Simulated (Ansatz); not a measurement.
Molecule: C$_{6}$H$_{11}$ (charge -1, singlet). It need not be the lowest isomer of its formula. Whether it binds its extra electron was not tested at this geometry. 
Geometry from a B3LYP-D3(BJ)/def2-TZVP (Ansatz, a program for electronic structure) optimisation:
SMILES: [CH2-]/C=C(\C)CC
```xyz
17

C      2.5396    -0.1553    -0.0040
C      1.2356    -0.5896    -0.2149
C      0.0439     0.1213    -0.2576
C      0.0667     1.6133    -0.1286
C     -1.2768    -0.5557    -0.4154
C     -2.1664    -0.5989     0.8478
H      3.3713    -0.8463    -0.0713
H      2.7743     0.8779     0.2260
H      1.1262    -1.6670    -0.3804
H     -0.8712     2.0620    -0.4861
H      0.8898     2.0494    -0.7191
H      0.2188     1.9913     0.9009
H     -1.8902    -0.0773    -1.2073
H     -1.1142    -1.5905    -0.7448
H     -2.3584     0.4130     1.2169
H     -1.6619    -1.1490     1.6471
H     -3.1405    -1.0749     0.6539
```
Charge -1, spin multiplicity 1.

Parts of the frozen-core correlation energy in 6-31G (Ansatz, hartree). Frozen orbitals: 6; correlated occupied orbitals by spin: 18 and 18; virtual: 52 and 52. No spin-orbit coupling. No relativistic terms.

```csv
term,value
reference (HF),-233.41510
MP2 opposite-spin,-0.42921
MP2 same-spin,___
CCSD correlation,___
(T),___
T1 diagnostic,0.011
largest doubles amplitude,0.046
```

### Question
Complete the blanks.

### Answer

- MP2 same-spin, value: -0.12361
- CCSD correlation, value: -0.61684
- (T), value: -0.01833
